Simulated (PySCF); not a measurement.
**The potential of point charges around `C=C[B@@H-]1OC=CC=[O+]1`**

Species: `C=C[B@H-]1[O+]=CC=CO1`. Coordinates (PBE0-D3(BJ)/def2-SVP, Å) and charges (e) from the PBE0/pcSseg-1 density (PySCF):

| atom | x | y | z | Mulliken | IAO | Hirshfeld | ESP-fitted |
| --- | --- | --- | --- | --- | --- | --- | --- |
| C1 | 2.125 | -0.161 | 0.794 | -0.2108 | -0.3047 | -0.1176 | -0.3114 |
| C2 | 1.617 | 0.442 | -0.286 | -0.3969 | -0.2692 | -0.1359 | -0.3816 |
| B3 | 0.399 | -0.069 | -1.169 | +0.5681 | +0.1748 | +0.0937 | +0.5471 |
| O4 | -0.694 | 1.032 | -1.177 | -0.4238 | -0.2964 | -0.1037 | -0.4670 |
| C5 | -1.572 | 1.066 | -0.264 | +0.2913 | +0.2186 | +0.1287 | +0.6056 |
| C6 | -1.788 | 0.029 | 0.641 | -0.3131 | -0.3415 | -0.1123 | -0.7591 |
| C7 | -1.131 | -1.169 | 0.373 | +0.2804 | +0.2154 | +0.1315 | +0.5339 |
| O8 | -0.238 | -1.302 | -0.518 | -0.4244 | -0.2927 | -0.0952 | -0.4225 |
| H9 | 2.983 | 0.237 | 1.347 | +0.1112 | +0.1377 | +0.0364 | +0.1460 |
| H10 | 1.716 | -1.108 | 1.166 | +0.1012 | +0.1253 | +0.0237 | +0.1329 |
| H11 | 2.098 | 1.376 | -0.614 | +0.1083 | +0.1405 | +0.0345 | +0.1681 |
| H12 | 0.648 | -0.335 | -2.327 | -0.0702 | -0.0117 | -0.0913 | -0.1527 |
| H13 | -2.212 | 1.962 | -0.257 | +0.1290 | +0.1657 | +0.0745 | +0.0507 |
| H14 | -2.565 | 0.091 | 1.401 | +0.1207 | +0.1722 | +0.0582 | +0.2368 |
| H15 | -1.411 | -2.094 | 0.900 | +0.1290 | +0.1660 | +0.0747 | +0.0733 |

Points outside the species (Å): A (9.6, -0.1, -1.4); B (-0.7, -6.1, 1.8); C (-1.1, 7.1, 0.7); D (-1.9, -0.2, -4.5).

Task: Find the potential V = 14.3996 V·Å × Σ q/r of each set of charges at these points.

Result: In volts:

```tsv
point	nearest atom	distance (Å)	Mulliken	IAO	Hirshfeld	ESP-fitted
A	H9	7.17	-0.116	-0.125	-0.114	-0.110
B	H15	4.17	+0.114	+0.131	+0.107	+0.125
C	H13	5.34	+0.044	+0.067	+0.057	+0.067
D	H12	3.35	-0.202	-0.296	-0.136	-0.283
```

Task: How far are the other sets from the ESP-fitted one at these points?

Result: Root-mean-square difference: IAO 0.010 V, Mulliken 0.042 V, Hirshfeld 0.074 V. The ESP scheme is a least-squares fit of atom-centred charges to the potential on four shells outside the van der Waals surface, with the total charge fixed.

Task: What energy would a point charge of +2 e have at D in the field of the ESP charges, leaving out polarisation?

Result: -0.567 eV = -54.7 kJ/mol, an attraction.

Isolated species at its PBE0-D3(BJ)/def2-SVP geometry (one conformer only).

Shape of the structure used: `[CH2:1]=[CH:2][B@@H-:3]1[O:4][CH:5]=[CH:6][CH:7]=[O+:8]1`: C1–C2–B3–O4 122°.
